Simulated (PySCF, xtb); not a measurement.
C3H4BF3, SMILES C/C(F)=C\B(F)F. One conformer was computed; it need not be the lowest.

Harmonic wavenumbers (cm⁻¹) from xtb with GFN2-xTB at its own minimum, in rising order: 57, 114, 152, 154, 297, 341, 445, 475, 535, 538, 792, 870, 908, 1010, 1024, 1129, 1259, 1277, 1336, 1392, 1436, 1448, 1674, 3004, 3020, 3079, 3107.

Problem. What does PBE0-D3(BJ)/def2-SVP in PySCF give at its own minimum? (Estimate from the structure and the level; the computed values follow.)

Solution. 66, 151, 175, 186, 325, 373, 483, 522, 588, 666, 824, 884, 927, 1019, 1050, 1164, 1317, 1397, 1409, 1432, 1448, 1454, 1751, 3067, 3146, 3210, 3231. Paired by order, the mean absolute difference is 51 cm⁻¹ and the zero-point energies are 44.1 and 46.1 kcal/mol.
